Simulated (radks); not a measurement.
Sc XIX, 3 electrons, occupied as [He] 2s1 (the NIST ground configuration).

Calculated with a radial shooting solver on a logarithmic mesh with Libxc functionals: scalar-relativistic Kohn-Sham, PBEsol, spin-polarised, spherical densities, finite nucleus; open shells are filled with parallel spins first; Fermi nuclear charge, rms radius 3.5459 fm.

Energy parts (hartree):
| part | energy |
|---|---|
| total | -477.08399 |
| kinetic | 482.42425 |
| electron-nucleus | -981.17808 |
| Hartree | 35.81293 |
| exchange-correlation | -14.14308 |

Orbitals (lengths in bohr, moments of r in powers of bohr; <r^-3> diverges for s and p1/2; r(90%) holds 90 % of the orbital's charge):
| orbital | occ. | eigenvalue (hartree) | <1/r> | r(90%) | <r^4> | <r^-3> |
|---|---|---|---|---|---|---|
| 1s up | 1 | -199.6880 | 20.88 | 0.129 | 0.0001261 | - |
| 1s down | 1 | -199.4889 | 20.88 | 0.129 | 0.0001257 | - |
| 2s up | 1 | -46.21080 | 4.957 | 0.460 | 0.01856 | - |

The highest occupied level is 2s up at -1257.5 eV. The spin density at the nucleus is 384.5 e/bohr^3 (1s 1.6, 2s 382.8). Spin moment in Bohr magnetons: 1. For comparison, the ionisation energy in NIST's Atomic Spectra Database is 1288.0 eV (theoretical). In exact Kohn-Sham theory the highest level is minus the ionisation energy, but local and semilocal functionals leave it too shallow, through self-interaction and a potential that decays too fast; potentials with the right tail come closer. The electron density at the nucleus is 7087 e/bohr^3 (large components only). Summed over all electrons, <r^2> = 0.1202 bohr^2, which gives a Langevin (diamagnetic) susceptibility term of -0.0952 x 10^-6 cm^3/mol. The density falls to 0.001 e/bohr^3 at r = 0.84 bohr.
